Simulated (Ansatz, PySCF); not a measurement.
Process, species as SMILES: C[SiH](C)[SiH2]Cl -> C[Si](C)[SiH2]Cl + H atom (the H-Si bond at the site shown breaks; other sites are not compared here)
Each molecule is optimised on its own at B3LYP-D3(BJ)/def2-TZVP (Ansatz, a quantum-chemistry and plane-wave program), one conformer each, not searched for the lowest.
Geometry of the first species:
```
Si
H 1 1.4887
C 1 1.8786 2 109.90
H 3 1.0913 1 111.36 2 56.20
H 3 1.0916 4 108.01 1 -121.43
H 3 1.0922 4 108.05 5 -116.75
C 1 1.8786 2 109.90 3 -122.89
H 7 1.0913 1 111.36 2 -56.20
H 7 1.0916 8 108.01 1 121.43
H 7 1.0922 8 108.05 9 116.75
Si 1 2.3440 2 107.92 3 118.55
H 11 1.4822 1 113.76 2 -62.28
H 11 1.4822 12 108.23 1 -127.49
Cl 11 2.0905 12 106.86 13 -114.76
```
Charge 0, spin multiplicity 1.

Quantity: bond dissociation energy (enthalpy at 298 K, with B3LYP-D3(BJ) rigid-rotor harmonic-oscillator terms from PySCF), in kJ/mol. Cores are frozen in the correlated levels unless marked. Open shells are spin-unrestricted. Spin-orbit coupling is left out. No relativistic terms. Basis-set limits of correlation are two-point, X^-3; Hartree-Fock from the larger set.

CCSD(T)/CBS(cc-pV(T+d)Z,cc-pV(Q+d)Z) (Ansatz) gives 382.5 kJ/mol.

Another calculation gave 362.7 kJ/mol. Which level was it?
(A) B97M-V/def2-TZVPD (Ansatz)
(B) SVWN5/def2-TZVPD (Ansatz)
(C) revPBE/def2-TZVPD (Ansatz)
(D) r2SCAN0/def2-TZVPD (Ansatz)

D, r2SCAN0/def2-TZVPD (Ansatz). The others give 394.0 (SVWN5), 373.6 (B97M-V), 346.8 (revPBE) kJ/mol.
